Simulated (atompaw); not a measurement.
# samarium (Sm) PAW (atompaw): all-electron and pseudo phase curves

```
Element                 : Sm
Generator               : atompaw 4.2.0.5
Type                    : PAW
Functional              : PBEsol
Relativity              : scalar-relativistic
Frozen core             : [Kr]
Valence charge          : 26
Reference configuration : 4d10 4f6 5s2 5p6 5d0 6s2 6p0
Partial waves           : 5s (bound): rc 1.90 bohr; 6s (bound): rc 3.00 bohr; 5p (bound): rc 2.90 bohr; 6p (bound, empty): rc 3.00 bohr; 4d (bound): rc 1.00 bohr; 5d (bound, empty): rc 1.10 bohr; 4f (bound): rc 1.35 bohr; 4f channel at 3.4 Ry: rc 1.35 bohr
Local potential         : vpsmatchnc scheme with l = 4 at 1 Ry, radius 2.20 bohr
Core correction         : smooth core density matched at 1.55 bohr
Augmentation charge     : besselshape compensation charge, radius 2.95 bohr; PAW radius 3.00 bohr; waves and projectors: custom polynom2 7 10 vanderbiltortho
```

The phase is arctan(r·u′/u) with u = r·R(r), unwrapped; energies in Ry, scanned from -11 to 5 Ry. A pole is an energy at which the radial function vanishes at the test radius. The pseudo phase is shifted by a multiple of π to meet the all-electron one at the reference energy, and phase errors are pseudo minus all-electron; the curves can meet again beyond the range given. Levels narrower than the energy grid can be missing from the lists of poles.

| channel | radius (bohr) | reference energy (Ry) | poles, all-electron | poles, pseudo | unbroken range about the reference energy with phases within 0.05 rad | phase error 1 Ry above the reference energy (rad) |
| --- | --- | --- | --- | --- | --- | --- |
| s | 3.00 | -0.26 | -3.13, 2.48 | -3.13, -0.38, 2.76 | -0.4 to 0.0 | +0.082 |
| p | 3.00 | -0.09 | -1.54, 3.73 | -1.54, 1.39, 4.78 | below 0.6 | -0.423 |
| d | 3.00 | -0.12 | 0.67 | 0.67 | below 2.6 | -0.000 |
| f | 3.00 | -0.18 | -0.14, 3.33 | -0.14, 3.33 | the whole range | +0.001 |

A Bessel basis up to 400 Ry misses an occupied level by 1.67 Ry, so cutoffs were not judged. Note: ghost state, extra bound levels that the all-electron valence spectrum of the same l lacks: s at -5.2 eV (other channels not judged).

Phases in the s channel:

```tsv
E (Ry)	all-electron	pseudo
-11.00	1.466	4.606
-10.76	1.465	4.605
-10.52	1.463	4.604
-10.28	1.462	4.602
-10.04	1.461	4.601
-9.80	1.459	4.599
-9.56	1.458	4.598
-9.32	1.456	4.596
-9.08	1.454	4.594
-8.84	1.452	4.592
-8.60	1.451	4.590
-8.36	1.449	4.588
-8.12	1.447	4.586
-7.88	1.444	4.584
-7.64	1.442	4.582
-7.40	1.440	4.579
-7.16	1.437	4.576
-6.92	1.434	4.573
-6.68	1.431	4.570
-6.44	1.428	4.567
-6.20	1.425	4.564
-5.96	1.421	4.560
-5.72	1.417	4.555
-5.48	1.413	4.551
-5.24	1.408	4.546
-5.00	1.402	4.540
-4.76	1.396	4.533
-4.52	1.389	4.526
-4.28	1.380	4.516
-4.04	1.368	4.504
-3.80	1.351	4.486
-3.56	1.317	4.451
-3.32	1.144	4.270
-3.08	-1.640	1.498
-2.84	-1.735	1.400
-2.60	-1.768	1.367
-2.36	-1.791	1.342
-2.12	-1.812	1.319
-1.88	-1.836	1.294
-1.64	-1.864	1.265
-1.40	-1.898	1.229
-1.16	-1.942	1.182
-0.92	-2.003	1.118
-0.68	-2.093	1.025
-0.44	-2.239	0.866
-0.20	-2.501	-2.498
0.04	-2.984	-2.931
0.28	-3.618	-3.507
0.52	-4.061	-3.958
0.76	-4.298	-4.219
1.00	-4.434	-4.371
1.24	-4.519	-4.468
1.48	-4.578	-4.535
1.72	-4.622	-4.584
1.96	-4.656	-4.623
2.20	-4.684	-4.654
2.44	-4.709	-4.681
2.68	-4.731	-4.705
2.92	-4.751	-4.727
3.16	-4.771	-4.749
3.40	-4.791	-4.771
3.64	-4.811	-4.794
3.88	-4.834	-4.820
4.12	-4.859	-4.851
4.36	-4.889	-4.889
4.60	-4.926	-4.942
4.84	-4.975	-5.023
```
